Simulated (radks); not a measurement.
Polarisability of neutral hydrogen, 1s1, at imaginary frequency. All-electron calculation, scalar-relativistic Kohn-Sham, LDA (Slater exchange, VWN5 correlation), spin-polarised, spherical densities, finite nucleus; open shells are filled with parallel spins first; Gaussian nuclear charge, rms radius 0.8783 fm. Program: a radial shooting solver on a logarithmic mesh with Libxc functionals. Response by self-consistent Sternheimer equations with the Hartree and adiabatic LDA kernel, the relativistic mass of each level held fixed and spin-orbit coupling left out.

w (hartree),alpha1(iw) (bohr^3),alpha2(iw) (bohr^5)
0.00266,6.061,26.87
0.0143,6.050,26.84
0.0360,5.993,26.67
0.0697,5.814,26.15
0.118,5.407,24.93
0.186,4.686,22.59
0.280,3.684,18.96
0.413,2.592,14.38
0.605,1.630,9.715
0.892,0.9195,5.798
1.35,0.4630,3.033
2.12,0.2037,1.364
3.59,0.07461,0.5045
6.94,0.02047,0.1388
17.5,0.003241,0.02197

Static values: alpha1 = 6.061 bohr^3 (0.8982 angstrom^3; uncoupled 5.905), alpha2 = 26.87 bohr^5, alpha3 = 297.1 bohr^7. C6 = 9.822, C8 = 242.7, triple-dipole C9 = 43.82 atomic units. One-pole (London) frequency 4 C6 / (3 alpha1^2) = 0.356 hartree, against 0.269 for minus the highest occupied eigenvalue. Recommended static value: 4.50711 bohr^3 (Schwerdtfeger and Nagle, 2023 table).
